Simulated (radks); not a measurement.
Species: the nickel ion Ni4+. Configuration: [Ar] 3d6. Method: scalar-relativistic Kohn-Sham, XLYP, spin-polarised, spherical densities, finite nucleus; open shells are filled with parallel spins first; Fermi nuclear charge, rms radius 3.7757 fm; computed with a radial shooting solver on a logarithmic mesh with Libxc functionals.

Unscreened Slater integrals over Kohn-Sham orbitals (hartree). They are taken over the spin-up orbitals. Empty in this configuration: 4s.

integral,value
"F0(3d,3d)",1.1017
"F2(3d,3d)",0.52206
"F4(3d,3d)",0.32728
"F0(3d,3p)",1.1425
"F2(3d,3p)",0.54813
"G1(3d,3p)",0.67298
"G3(3d,3p)",0.41299
"F0(3d,3s)",1.1621
"G2(3d,3s)",0.51480
"F0(3d,4s)",0.57439
"G2(3d,4s)",0.064497
"F0(3p,3p)",1.1956
"F2(3p,3p)",0.59973
"F0(3p,3s)",1.2160
"G1(3p,3s)",0.80612
"F0(3p,4s)",0.58161
"G1(3p,4s)",0.045663
"F0(3s,3s)",1.2383
"F0(3s,4s)",0.58402
"G0(3s,4s)",0.033332
"F0(4s,4s)",0.46021

Derived for the open shells (J is the average intra-shell exchange parameter used in DFT+U). 3d: Racah B = F2/49 - 5 F4/441 = 0.006944 hartree, C = 35 F4/441 = 0.02597 hartree, C/B = 3.74, F4/F2 = 0.627, J = (F2 + F4)/14 = 0.06067 hartree.
